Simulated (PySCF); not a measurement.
## Basis and Hamiltonian dependence of the excitation energy of Nb

Nb [Kr] 4d4 5s1 (6D) → Nb [Kr] 4d4 5p1 (high-spin determinant). All values are computed (PySCF 2.14, energy differences of UHF-based or UKS calculations, no spin-orbit coupling). Values in eV.

```csv
basis,Hamiltonian,functions,UHF,LDA,PBE0,MP2 (valence),CCSD(T) (valence),CCSD(T) (valence and next inner shell)
aug-cc-pVDZ-PP with ECP28MDF,ECP,54,2.677,3.129,2.945,2.871,2.781,n/a
def2-TZVPPD with the def2 core potential (28 electrons),ECP,56,2.712,3.173,2.983,2.913,2.827,3.026
aug-cc-pwCVDZ-PP with ECP28MDF,ECP,70,2.673,3.140,2.952,2.872,2.792,2.984
x2c-TZVPPall,spin-free X2C,79,2.696,3.114,2.939,2.889,2.801,2.995
def2-QZVPPD with the def2 core potential (28 electrons),ECP,81,2.699,3.172,2.981,2.906,2.825,3.014
aug-cc-pVTZ-PP with ECP28MDF,ECP,88,2.676,3.141,2.951,2.884,2.803,n/a
aug-cc-pVTZ-DK,spin-free X2C,102,2.680,3.101,2.921,2.888,2.802,n/a
"aug-cc-pVTZ-PP with one added diffuse shell each of s, p, d, f, g type with ECP28MDF",ECP,113,2.676,3.140,2.951,2.884,n/a,n/a
aug-cc-pwCVTZ-PP with ECP28MDF,ECP,122,2.675,3.142,2.952,2.884,n/a,n/a
```

Frozen in the all-electron rows: valence: [Kr]; valence and next inner shell: [Ar] 3d10; with a core potential, the same shells as far as they lie outside it.

One determinant mixes LS terms of the configuration, so the numbers do not refer to single terms.
